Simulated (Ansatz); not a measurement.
Start from `COB1C[SiH2]1` and change one atom or group to get `BrB1C[SiH2]1`.

Ansatz, PBE0-D4/def2-TZVP geometries, multiplicity 1. Each molecule was computed in one conformer, which needn't be the lowest.

Scalar relativity is left out up to krypton.

```csv
property,`COB1C[SiH2]1`
size of the dipole moment (ωB97M-V/def2-TZVPP) / D,1.43
HOMO–LUMO gap (PBE0/def2-TZVPP) / eV,5.37
HOMO energy (PBE0/def2-TZVPP) / eV,-6.31
HOMO energy (PBE/def2-TZVPP) / eV,-5.22
size of the dipole moment (PBE/def2-TZVPP) / D,1.42
HOMO energy (ωB97M-V/def2-TZVPP) / eV,-8.39
```

Q: Give the same properties after the change, and the shifts. (Best estimate.)

A: The calculation gave: 
```
                                          property  `BrB1C[SiH2]1`  shift
size of the dipole moment (ωB97M-V/def2-TZVPP) / D            1.47   0.04
              HOMO–LUMO gap (PBE0/def2-TZVPP) / eV            4.97  -0.40
                HOMO energy (PBE0/def2-TZVPP) / eV           -6.85  -0.54
                 HOMO energy (PBE/def2-TZVPP) / eV           -5.77  -0.55
    size of the dipole moment (PBE/def2-TZVPP) / D            1.29  -0.13
             HOMO energy (ωB97M-V/def2-TZVPP) / eV           -8.91  -0.52
```

With PBE0 the HOMO falls by 0.54 eV and the LUMO falls by 0.94 eV, so the gap narrows by about 0.40 eV. PBE moves the HOMO by -0.55 eV and ωB97M-V by -0.52 eV. Dipoles are sizes alone; their direction can turn.

Spin–orbit coupling is left out; it splits and shifts lone-pair levels of the heavy atoms by tenths of an eV.
